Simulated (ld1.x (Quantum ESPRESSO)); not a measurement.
# PW91 TM dataset for Ag (Z = 47), fully relativistic all-electron reference.

* Element: silver
* Generator: ld1.x (Quantum ESPRESSO) 7.5
* Type: norm-conserving Troullier–Martins (Kleinman–Bylander form)
* Functional: PW91
* Relativity: fully relativistic
* Frozen core: [Kr]
* Valence charge: 11
* Reference configuration: 4d8 5s0 5p0 (charge +3)
* Partial waves: 5s (bound, empty): rc 2.25 bohr; 4d (bound): rc 1.80 bohr; 5p (bound, empty): rc 2.25 bohr
* Local potential: the p channel
* Core correction: a·sin(br)/r model core inside 1.75 bohr

Open shells are filled in proportion to 2j + 1 (rel_dist='average').

All-electron outer shells of the reference configuration (PW91, scalar-relativistic, ld1.x):

```tsv
shell	level (eV)	outermost node (bohr)	outermost maximum (bohr)
4p	-96.92	0.44	0.87
4d	-43.83	0.43	1.01
5s	-31.58	1.08	2.09
5p	-23.90	1.20	2.46
```

Calculated quality:

| Property | Result |
| --- | --- |
| Cutoffs needed | 60 Ry and 90 Ry (the cutoffs (Ry, on a coarse ladder) from which the occupation-weighted sum of valence levels, in a spherical-Bessel basis at the reference potential, stays within 10 and 1 mRy of its value at 400 Ry) |
| Ghost test | no extra level below or beside the all-electron valence levels (s, d3/2, d5/2, p1/2, p3/2, f tested) (spherical-Bessel basis up to 400 Ry, 20 bohr box) |
| Configuration tests | 3 of 7 tests not solved or not reliable; not counted: 4d10 5s1 5p0 (solver errors, printed error +1.0 eV); 4d10 5s0.5 5p0 (solver errors, printed error -1.8 eV); 4d9 5s2 5p0 (solver errors, printed error -983 eV) |

Generation and tests took about 3.1 s on one core of a shared server CPU.
